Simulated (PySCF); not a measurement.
2-phenylthiophene (C10H8S), SMILES c1cc(ccc1)-c1sccc1.

Geometry: r2SCAN-D4/def2-SVP. The geometry has at least one imaginary mode, so it is a saddle point at that level. Other conformers were not sampled.

Computed with CAM-B3LYP/def2-SVP (PySCF).

The molecule is in vacuum.

The total energy is -783.44231 hartree and the point group is Cs. The highest occupied level is -7.18 eV and the lowest empty level comes out as -0.15 eV. The orbital gap comes out as 7.03 eV. The dipole moment comes out as 0.42 D and the quadrupole, principal values (traceless, Buckingham form, about the centre of nuclear charge) comes out as -13.83, 4.42, 9.40 D·Å. The mean static polarisability is 120.8 bohr³ (17.90 Å³) and the polarisability, principal values is 50.7, 123.9, 187.8 bohr³.
